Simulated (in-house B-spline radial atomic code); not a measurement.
Configurations of Ce⁶⁺, with energies counted from [Kr] 4d10 5s2 (5p1/2)2 (5p3/2)2. All numbers are computed (Dirac-Hartree-Fock, average of each configuration as written; Fermi nucleus of rms radius 4.8771 fm) with a B-spline radial code for spherical atoms, not measured. Energies include first-order Breit, QED and recoil terms.

Occupations are held fixed; configurations that lie above the ionisation limit could autoionise.

| configuration | E - E(ref) (eV) | highest orbital | its <r> (bohr) |
| --- | --- | --- | --- |
| [Kr] 4d10 5s2 (5p3/2)4 | 7.6093 | 5p3/2 | 1.593 |
| [Kr] 4d10 5s1 (5p1/2)2 (5p3/2)2 (9d3/2)1 | 102.66 | 9d3/2 | 11.27 |
| [Kr] 4d10 5s1 (5p3/2)4 (9p3/2)1 | 108.83 | 9p3/2 | 10.04 |
| [Ar] (3d3/2)3 (3d5/2)6 4s2 4p6 4d10 5s2 (5p1/2)1 (5p3/2)3 (6f7/2)1 | 973.77 | 6f7/2 | 4.761 |
| [Ar] (3d3/2)3 (3d5/2)6 4s2 4p6 4d10 5s2 (5p1/2)2 (5p3/2)2 (9p1/2)1 | 981.27 | 9p1/2 | 9.839 |

Question: Order these further configurations by energy, lowest first.
A. [Kr] 4d10 5s2 (5p1/2)1 (5p3/2)2 (5f7/2)1
B. [Kr] 4d10 5s2 (5p3/2)3 (7f7/2)1
C. [Kr] 4d10 (4f7/2)1 5s2 (5p3/2)3
D. [Kr] (4d3/2)3 (4d5/2)6 5s2 (5p1/2)1 (5p3/2)3 (8f5/2)1
E. [Ar] (3d3/2)3 (3d5/2)6 4s2 4p6 4d10 5s2 (5p3/2)4 (9g9/2)1

Answer: C (18.024 eV), A (56.43 eV), B (81.751 eV), D (191.02 eV), E (995.7 eV).

Question: How far above the reference does [Ar] (3d3/2)4 (3d5/2)5 4s2 4p6 4d10 5s2 (5p1/2)1 (5p3/2)3 (9f7/2)1 lie?

Answer: 970.85 eV; its least bound orbital is 9f7/2 with <r> = 13.32 bohr.
